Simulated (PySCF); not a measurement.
# Which element holds F most strongly?

r²SCAN in PySCF with def2-TZVPPD on every atom (core potentials on Ru, Sn, Sb), for the lowest determinant that a PBE0 search found; no spin–orbit coupling. D0 is De less the harmonic zero-point energy.

```
 M  state (unpaired electrons)  Re (Å)  ωe (cm⁻¹)  D0(MF) (eV)
Sb              triplet (π ↑↑)   1.927        602         4.20
 C               doublet (π ↑)   1.278       1292         5.75
Ga      singlet (closed shell)   1.784        621         6.09
Ge               doublet (π ↑)   1.756        663         5.36
Sn               doublet (π ↑)   1.952        573         5.01
Ru     quartet (σ ↑, π ↑, δ ↑)   1.890        581         4.19
 P              triplet (π ↑↑)   1.600        841         4.77
```

**Question.** Order the elements by D0 and give the energy of GeF + Ga → GaF + Ge.

**Answer.** Ga > C > Ge > Sn > P > Sb > Ru; ΔE = 5.36 − 6.09 = -0.73 eV at r²SCAN/def2-TZVPPD. Close neighbours can swap at other levels.

The metal atom is held in its measured ground configuration; semilocal functionals can put another filling of s and d lower by some tenths of an eV, and De to that atom would be smaller. Spin–orbit coupling is left out, which matters for elements this heavy, above all for dissociation energies. States were picked by a PBE0 search and need not be the measured ground states.
